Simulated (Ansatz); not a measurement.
Basis-set extrapolation for C₂H₆OSSi, SMILES `[SiH3]C1(S)CO1` (PBE0-D4/def2-TZVP geometry, frozen core, Ansatz 0.2.0). Multiplicity 1, RHF reference.

|  | def2-TZVPP | def2-QZVPP |
| --- | --- | --- |
| HF | -840.574533 | -840.601971 |
| MP2 correlation | -0.870951 | -0.935653 |
| CCSD(T) correlation | -0.958645 | not run |

Energies in hartree. Use E(X) = E(∞) + A·exp(−7.88·√X) for Hartree–Fock and E(X) = E(∞) + B·X^(−2.97) for correlation, with X = 3 and 4, and add CCSD(T) minus MP2 of the smaller set to the MP2 limit.

Question: What is the CCSD(T) energy at the basis-set limit?

Answer: HF limit: -840.601971 + (-0.027438) × 0.13774 = -840.60575. MP2 limit: -0.935653 + (-0.064702) × 0.74074 = -0.98358. Higher-order term: -0.958645 − (-0.870951) = -0.08769. Total: -841.67702 hartree, 377.7 kJ/mol below CCSD(T)/def2-TZVPP.
